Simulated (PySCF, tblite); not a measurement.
Compound: C₉H₇FO.
SMILES with atom numbers: `[CH2:1]=[CH:2][c:3]1[cH:4][cH:5][cH:6][c:7]([C:8](=[O:9])[F:10])[cH:11]1` (hydrogens: H12, H13 on C1; H14 on C2; H15 on C4; H16 on C5; H17 on C6; H18 on C11)

Computed geometry: GFN2-xTB, gas phase.

**Question.** List the bond lengths, angles and torsions at this level.

**Answer.** 
```csv
bond,length (Å),order
C1=C2,1.327,double
C2–C3,1.459,single
C3–C4,1.398,aromatic
C4–C5,1.384,aromatic
C5–C6,1.381,aromatic
C6–C7,1.398,aromatic
C7–C8,1.462,single
C8=O9,1.185,double
C8–F10,1.371,single
C7–C11,1.392,aromatic
C3–C11,1.393,aromatic
C1–H12,1.076,single
C1–H13,1.076,single
C2–H14,1.083,single
C4–H15,1.081,single
C5–H16,1.080,single
C6–H17,1.079,single
C11–H18,1.078,single
```

Orders are formal, as drawn. A selection of angles:
```csv
angle,degrees
C2–C1–H12,121.2
C2–C1–H13,123.1
H12–C1–H13,115.7
C1–C2–C3,126.6
C1–C2–H14,119.0
C3–C2–H14,114.3
C2–C3–C4,118.9
C2–C3–C11,122.9
C4–C3–C11,118.2
C3–C4–C5,121.4
C3–C4–H15,119.1
C5–C4–H15,119.5
C4–C5–C6,120.1
C4–C5–H16,119.9
C6–C5–H16,120.0
C5–C6–C7,119.3
C5–C6–H17,121.5
C7–C6–H17,119.1
C6–C7–C8,117.8
C6–C7–C11,120.4
C8–C7–C11,121.7
C7–C8–O9,129.2
C7–C8–F10,112.3
O9–C8–F10,118.5
C7–C11–H18,119.2
C3–C11–C7,120.5
C3–C11–H18,120.3
```

Torsions: C1–C2–C3–C4 180° (antiperiplanar); C6–C7–C8–O9 0° (synperiplanar).

The 9 C–C bonds span 1.327 Å (C1=C2, drawn double) to 1.462 Å (C7–C8, drawn single), a spread of 0.135 Å. The 11 heavy atoms lie in one plane (0.001 Å rms). Of the pairs four or more bonds apart, F10···H18 is among the closest relative to their van der Waals radii: 2.35 Å, 88 % of the sum of Bondi's values. The 6-membered ring C3–C4–C5–C6–C7–C11 has internal angles of 118.2° to 121.4°; it is planar, 0.00 Å rms from its mean plane, widest ring torsion 0°.

Point group: Cs (every atom within 0.08 Å of its image). Its lowest GFN2-xTB frequency is 6i cm⁻¹, too small to tell a flat minimum from a shallow saddle. The numbers are those of one conformer. 2 starts were optimised and ended at 0.00 and 0.06 kcal/mol (GFN2-xTB); the lowest of these is shown.
